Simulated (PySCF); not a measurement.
Computed structure and properties of LaH3(NH3)

System: LaH3(NH3) (singlet); start: template (C3v). Method: PySCF 2.14.0, RKS PBE0, La lcecp-1-SVP with ECP46, H def2-SVP, N def2-SVP; non-relativistic Hamiltonian with scalar-relativistic core potentials where named; density fitting; no spin-orbit coupling.

Input of the relaxation:

```python
mol = gto.M(atom='''
La     0.15798    -0.15798     0.15798
H      1.48588     1.16992     1.48588
H     -1.16992    -1.48588     1.48588
H      1.48588    -1.48588    -1.16992
N     -1.35472     1.35472    -1.35472
H     -1.96782     1.96782    -0.81762
H     -0.81762     1.96782    -1.96782
H     -1.96782     0.81762    -1.96782''',
    basis={'La': 'lcecp-1-SVP', 'H': 'def2-SVP', 'N': 'def2-SVP'},
    ecp={'La': 'lcecp-1-SVP'},
    charge=0, spin=0)
mf = dft.RKS(mol, xc='PBE0')
mf.grids.atom_grid = (50, 194)  # f atoms: unpruned, at least (60, 302)
mf = mf.density_fit()  # fitting sets: La AutoAux, H def2-universal-JKFIT, N def2-universal-JKFIT
mf.conv_tol = 1e-08; mf.max_cycle = 55
mf.kernel(dm0)  # dm0: converged density of the start geometry
# quasi-Newton relaxation in Cartesian coordinates to a largest gradient under 0.00045 Eh/bohr, steps kept in the point group
```

Run from Python with OMP_NUM_THREADS=2; the lines above give its settings. Where DIIS fails, smearing, a level shift and second-order steps follow.
It took 23 s on 2 threads of Arm Neoverse V1, on a shared host, from the converged density of the start.

Course of the relaxation:

```
step  energy above end (eV)  largest force component within the symmetry (eV/Å)
   0                 0.3025                                               0.996
   1                 0.1541                                               0.721
   2                 0.0111                                               0.117
   3                 0.0080                                               0.087
   4                 0.0015                                               0.016
   5                 0.0011                                               0.020
   6                 0.0008                                               0.030
   7                 0.0004                                               0.030
   8                 0.0001                                               0.018
   9                 0.0000                                               0.006
```

Relaxed geometry (C3v):

```xyz
8

La    0.2614   -0.2614    0.2614
H     1.3457    1.2430    1.3457
H    -1.2430   -1.3457    1.3457
H     1.3457   -1.3457   -1.2430
N    -1.2927    1.2927   -1.2927
H    -1.9065    1.9065   -0.7523
H    -0.7523    1.9065   -1.9065
H    -1.9065    0.7523   -1.9065
```

| contact | Å |
| --- | --- |
| La1–H2 (H) | 2.148 |
| La1–H3 (H) | 2.148 |
| La1–H4 (H) | 2.148 |
| La1–N5 (NH3) | 2.692 |

On the finer grid (75, 302):

The HOMO is -6.05 eV, the LUMO is -0.73 eV and the dipole about the centre of mass is 6.58 D. The set of Mulliken populations of La1 outside the core potential is s 2.51, p 6.36, d 1.41, f 0.03. The D3(BJ) dispersion energy (not in the energies) is -0.100 eV.

| atom | Mulliken (e) | Löwdin (e) | spin (e) |
| --- | --- | --- | --- |
| La1 | 0.69 | 0.39 | 0.00 |
| H2 | -0.29 | -0.22 | 0.00 |
| H3 | -0.29 | -0.22 | 0.00 |
| H4 | -0.29 | -0.22 | 0.00 |
| N5 | -0.33 | -0.05 | 0.00 |
| H6 | 0.17 | 0.11 | 0.00 |
| H7 | 0.17 | 0.11 | 0.00 |
| H8 | 0.17 | 0.11 | 0.00 |

The large-core potential holds the 4f shell empty.

On the grid (50, 194), as all that follows. Harmonic modes: a minimum within the noise of the softest modes; lowest 28 cm⁻¹ (negative: unstable), highest 3606 cm⁻¹, zero-point energy 1.349 eV.

Taking off one H (charge -1, singlet; the rest: singlet) in vacuum, both parts rigid, costs 8.55 eV; the small basis without counterpoise inflates it. Most of it is the attraction of opposite charges; other ways to part are cheaper, and one spin state was tried for the rest.

Rigid scan of H along the line from its metal:

distance to H2 (Å), energy (eV) and a bar:
```
     1.85      0.399 #####
     1.95      0.159 ##
     2.05      0.036 
     2.15      0.000 
     2.25      0.029 
     2.35      0.105 #
     2.55      0.348 #####
     2.85      0.820 ###########
     3.25      1.478 ####################
     3.75      2.215 ##############################
```

Taking off one NH3 (charge 0, singlet; the rest: singlet) in vacuum, both parts rigid, costs 1.32 eV; the small basis without counterpoise inflates it.

Rigid scan of NH3 along the line from its metal:

```
distance to N5 (Å)  energy (eV)
              2.39        0.267
              2.49        0.102
              2.59        0.022
              2.69        0.000
              2.79        0.018
              2.89        0.061
              3.09        0.186
              3.39        0.399
              3.79        0.643
              4.29        0.859
```

One start shape was tried, so this needn't be the lowest isomer.
